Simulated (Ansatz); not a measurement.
Ansatz results at the PBE0-D4/def2-TZVP geometry: LUMO energy (ωB97M-V/def2-TZVPP) 2.17 eV; LUMO energy (B3LYP/def2-TZVPP) 0.24 eV; size of the dipole moment (ωB97M-V/def2-TZVPP) 0.99 D.

Each molecule was computed in one conformer, which needn't be the lowest.

**Question.** Which molecule gave them?
A. `O[SiH2]S[Si](O)(O)O`
B. `N[Si@H](O)O[Si@@H](N)O`
C. `O[Si](O)(Cl)N[SiH2]Cl`
D. `O[SiH](O)N[SiH](Cl)Cl`

**Answer.** D. The others give `N[Si@H](O)O[Si@@H](N)O`: 2.18, 0.43, 1.79; `O[Si](O)(Cl)N[SiH2]Cl`: 1.80, -0.04, 1.59; `O[SiH2]S[Si](O)(O)O`: 1.59, -0.31, 1.24.

B3LYP here is the variant with VWN-RPA as its local correlation; programs differ in this.
